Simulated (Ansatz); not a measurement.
Born–Oppenheimer molecular dynamics of AlH6NOS (10 atoms, charge 0, multiplicity 1). It starts at the highest image of a converged band. Of that band: The profile has 2 maxima (images 3, 5) with wells between them (image 4): this band takes more than one step, which may be the mechanism or a detour left from its start path. A vibrational analysis at the climbing image gives one clearly imaginary mode, 534i cm⁻¹: a first-order saddle point.

These are results of Ansatz, RKS PBE-D4/6-31G*, not measurements.

```yaml
ensemble: NVE (velocity Verlet)
time_step: 0.5 fs
steps_asked: 200
starting_velocities_drawn_for: 100 K
seed: 3369
```

First frame:

```xyz
10
Properties=species:S:1:pos:R:3
Al 0.002 0.372 0.035
O -0.044 -0.243 1.778
H -0.830 -0.764 2.035
N 1.556 -0.032 -0.767
H 2.416 -0.266 -0.273
H 1.754 0.167 -1.747
H -1.384 0.362 -0.760
S -0.071 2.525 1.350
H 1.269 2.604 1.568
H -0.180 1.146 2.041
```

(1) How far do the bonds stretch over the last three quarters of this one trajectory? (Pairs bonded in most of those frames.)

Results:

(1) 
```tsv
bond	mean (Å)	spread (Å)	shortest	longest
Al1–O2	2.122	0.093	1.91	2.22
Al1–N4	1.805	0.011	1.79	1.82
Al1–H7	1.609	0.035	1.55	1.67
Al1–S8	2.299	0.130	2.14	2.55
O2–H3	0.982	0.007	0.97	0.99
O2–H10	1.001	0.029	0.96	1.07
N4–H5	1.022	0.016	1.00	1.05
N4–H6	1.022	0.013	1.00	1.04
S8–H9	1.362	0.011	1.34	1.38
```

Mean temperature of the second half: 304 K. The conserved energy stayed within 0.089 meV per atom of its start (net change 0.074 meV per atom), so the integration is sound. The kinetic energy rose, since the run started high on the potential surface and went downhill. A run of 0.1 ps of so small a system gives no equilibrium averages. The orbitals stay closed-shell, which can raise the energy where a bond breaks towards radicals; this wasn't checked here.

Run time: 9.6 min on 1 thread of Arm Neoverse V1, with other jobs on the host, peak memory 0.12 GiB.
